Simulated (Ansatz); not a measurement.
Mulliken charges of Cl$_{2}$GeH$_{2}$Se$_{2}$, SMILES `[Cl][Ge]([Cl])([SeH])[SeH]` from B3LYP/def2-TZVPP in Ansatz (PBE0-D4/def2-TZVP geometry).

```csv
atom,x (Å),y (Å),z (Å),charge (e)
Cl1,-0.544,-2.430,-0.475,-0.268
Ge2,0.157,-0.524,0.208,0.720
Cl3,1.508,-0.877,1.834,-0.268
Se4,-1.537,0.777,1.148,-0.165
Se5,1.211,0.397,-1.659,-0.165
H6,-2.184,0.935,-0.163,0.074
H7,1.451,1.656,-0.939,0.074
```

Question: By hand: the dipole of these point charges (1 e Å = 4.8032 D).

Answer: Σ q r = (-0.146, 0.507, -0.212) e Å, of length 0.569 e Å = 2.73 D.

Question: How does the dipole of the full density compare? (An estimate is asked.)

Answer: The calculation gave: (-0.113, 0.394, -0.164) e Å, 2.12 D; the point charges give 1.29 times that, at 0° from its direction.

Point charges leave out the atoms' own dipoles, such as those of lone pairs, and Mulliken's split depends on the basis, so the two needn't agree.

B3LYP here is the variant with VWN-RPA as its local correlation; programs differ in this.
